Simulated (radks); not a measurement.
Values are calculated unless marked as measured or tabulated.
Problem. Radial electron density D(r) = 4 pi r^2 rho(r) of an atom or ion with 21 electrons. Code: a radial shooting solver on a logarithmic mesh with Libxc functionals. Model: Dirac Kohn-Sham, PBE, spin-unpolarised, spherical densities, finite nucleus; Fermi nuclear charge, rms radius of each element as measured or else 0.836 A^(1/3) + 0.57 fm.

```
   r/bohr * D(r) (the largest magnitude, 26.3, reaches the edge; | marks zero)
 0.003214 | *
 0.003741 | *
 0.004355 |  *
  0.00503 |   *
 0.005855 |    *
 0.006817 |     *
 0.007872 |       *
 0.009165 |         *
  0.01067 |           *
  0.01232 |              *
  0.01434 |                  *
   0.0167 |                      *
  0.01929 |                           *
  0.02245 |                                *
  0.02614 |                                     *
  0.03019 |                                          *
  0.03514 |                                              *
  0.04091 |                                                 *
  0.04725 |                                                   *
    0.055 |                                                   *
  0.06403 |                                                 *
  0.07395 |                                             *
  0.08609 |                                          *
   0.1002 |                                      *
   0.1157 |                                     *
   0.1347 |                                       *
   0.1569 |                                           *
   0.1812 |                                                *
   0.2109 |                                                     *
   0.2455 |                                                      *
   0.2835 |                                                   *
   0.3301 |                                           *
   0.3843 |                                 *
   0.4438 |                       *
   0.5167 |                *
   0.6015 |              *
   0.6946 |              *
   0.8087 |                 *
   0.9414 |                  *
    1.087 |                *
    1.266 |             *
    1.473 |         *
    1.702 |     *
    1.981 |   *
    2.306 | *
    2.663 | *
    3.101 |*
     3.61 |*
    4.169 |*
    4.853 *
     5.65 *
    6.525 *
    7.596 *
    8.843 *
    10.21 *
    11.89 *
    13.84 *
    15.98 *
    18.61 *
    21.66 *
```

What is the nuclear charge?

Solution. Z = 21. The innermost maximum, from 1s, lies near gamma/Z bohr with gamma = sqrt(1 - (Z/c)^2) = 0.988, here 0.0471 bohr (found: 0.0504), and its height grows with Z. The density is that of neutral scandium in [Ar] 3d1 4s1 5s1; the configuration itself is not fixed sharply by these data, and Z only to about a unit. D(r) has 4 maxima, at r = 0.0504, 0.240, 0.934, 8.63 bohr, and minima at 0.116, 0.611, 5.83 bohr, inside which lie 2.15, 10.39, 20.04 electrons.
